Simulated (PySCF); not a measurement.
Computed shifts of a molecule C4H9NSi, PBE/pcSseg-1 (PySCF), GIAO, gas phase, atoms alike by connectivity averaged where their shifts nearly agree, in ppm (number of nuclei): ¹³C: 99.1 (1), 89.7 (1), 34.1 (1), 0.1 (1). ²⁹Si: -39.6 (1). ¹⁵N: 29.2 (1). ¹H: 5.47 (1), 3.11 (3), 2.38 (1), 0.58 (3), -0.16 (1). References: ¹³C against TMS (σ = 182.0 ppm); ²⁹Si against TMS (σ = 335.4 ppm); ¹⁵N against NH3 (σ = 267.0 ppm); ¹H against TMS (σ = 31.49 ppm), references at their B3LYP-D3(BJ)/def2-TZVP geometries, non-relativistic. Geometry: B3LYP-D3(BJ)/def2-SVP. One conformer was computed; it need not be the lowest.

Which molecule gave these data?
A. C=C1C[SiH2][C@H]1N
B. C#C[Si@H](C)NC
C. CC1(C)N=C[SiH2]1
D. NCC=C=C[SiH3]

B, C#C[Si@H](C)NC
